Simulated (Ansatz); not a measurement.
System: NbO, charge 0, quartet. NbO (SMILES [O]=[Nb], quartet).
B3LYP-D3(BJ)/def2-TZVP minimum from Ansatz (a quantum-chemistry and plane-wave program):
```xyz
2

Nb     0.0000     0.0000    -0.2756
O      0.0000     0.0000     1.4124
```
Charge 0, spin multiplicity 4.

Total energies in def2-SVP, 11 correlated electrons, 5 frozen orbitals. UHF or UKS for unpaired electrons; spin-orbit terms are left out. Correlated methods leave the cores frozen (noble-gas shells, and filled d and f shells in the p block). Past Kr the def2 sets carry scalar-relativistic core potentials. The UHF reference of NbO ([O]=[Nb], quartet) is spin-contaminated (<S^2> up to 0.10 over the pure value in the sets run).

| method | program | energy (Eh) | minus CCSDTQ (mEh) |
|---|---|---|---|
| HF | Ansatz | -131.15690 | 304.01 |
| MP2 | Ansatz | -131.45384 | 7.08 |
| CCSD | Ansatz | -131.44169 | 19.22 |
| CCSD(T) | Ansatz | -131.45883 | 2.08 |
| CCSDT(Q) | Ansatz | -131.46115 | -0.24 |
| CCSDTQ | Ansatz | -131.46091 | 0.00 |

Rough core times of Ansatz's runs on a shared machine: CCSD(T) under 20 s, CCSDT(Q) 40 s, CCSDTQ 30 min.
